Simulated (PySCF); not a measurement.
Gas-phase reaction: InH + NH + 3 HCl → InCl3.NH3 + H2. Level: M06-2X/def2-TZVP†; standard pressure 1 bar.

Computed with PySCF and rigid-rotor harmonic-oscillator thermochemistry at 1 bar. † marks an energy on the PBE0/def2-TZVP geometry and frequencies. Open shells (unrestricted): NH (multiplicity 3); the rest are closed-shell singlets. In: scalar-relativistic def2 core potential, no spin-orbit coupling. Adducts (InCl3.NH3) have no counterpoise correction, and HF, PBE, BLYP, B3LYP and PBE0 lack dispersion. InH, InCl3.NH3: computed as isolated molecules; such fragments, hydroxides, amides, oligomers or adducts are transient or little studied in the gas. The harmonic model lacks anharmonicity and excited electronic states, which grow with temperature; levels with a mode under 35 cm⁻¹ are left out. Soft modes under 120 cm⁻¹ make the harmonic entropy rough for InCl3.NH3.

```
T (K)  1000/T (1/K)  log10 K
-----  ------------  -------
600          1.6667    54.31
800          1.2500    35.50
1000         1.0000    24.28
1200         0.8333    16.83
1400         0.7143    11.54
1600         0.6250        ?
```

**Question.** Fit log10 K = a + b·(1000/T) to the five rows, get the mean ΔH° and ΔS°, and predict log10 K at 1600 K.

**Answer.** Means: 1000/T = 1.0929, log10 K = 28.492. Sums of products about the means: Sxy = 25.75210, Sxx = 0.573287, so b = Sxy/Sxx = 44.92 and a = 28.492 − (44.92)×1.0929 = -20.60.
ΔH° = −R ln 10 × 1000 K × b = −19.145 × (44.92) = -860 kJ; ΔS° = R ln 10 × a = -394 J/K. The run's own values go from -866 kJ and -403 J/K at 600 K to -843 kJ and -381 J/K at 1600 K.
Prediction at 1600 K: -20.60 + (44.92)×0.6250 = 7.48. The computed value is 7.60, 0.12 from the line.
For scale, ΔH°(298 K) is -869 kJ at this level, -832 kJ at ωB97M-V/def2-TZVP†, and runs from -931 to -641 kJ over the 16 levels computed.
